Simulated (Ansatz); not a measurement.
`[SiH3][SiH2][SiH2][GeH3]` + BH₃ → `B[SiH2][SiH2][SiH3]` + GeH₄  (formal exchange of groups at the Si–Ge bond)

Gas-phase electronic energies from Ansatz, PBE0-D4/def2-TZVP geometries. CCSD(T)/CBS adds triple-zeta CCSD(T) − MP2 to the extrapolated MP2 energy (def2 sets, frozen cores). This one scheme is used for every species. For Ge outer-core shells are correlated without core-valence functions, which leaves a few kJ/mol of doubt a bond. Scalar relativity is left out up to krypton. Each species was taken in one conformer, which may not be the lowest.

```tsv
level	ΔE (eV)
MP2/def2-TZVPP	0.38
HF/def2-QZVPP	0.33
```

(1) What does CCSD(T)/CBS give? (An estimate is asked.)

Largest T1 diagnostic among the species: 0.014.

Results:

(1) Computed: +0.34 eV. The listed levels differ from it by 0.04, -0.01 eV.

From r2SCAN to r2SCAN0 (25 % exact exchange), in def2-TZVPP and without D4, ΔE moves by +0.03 eV. Leaving LDA and LC-ωPBE aside and taking each functional with its dispersion term where it has one, the values, not all of them listed here, spread over 0.19 eV, from B97M-V to BHLYP-D4. LDA lies −0.05 eV from PBE without D4. The D4 term adds +0.05 eV with B3LYP and +0.03 eV with PBE0; it sums over pairs of atoms, weighted by their polarisabilities, and B3LYP, whose exchange is more repulsive, gets the larger term.

B3LYP here is the variant with VWN-RPA as its local correlation; programs differ in this.
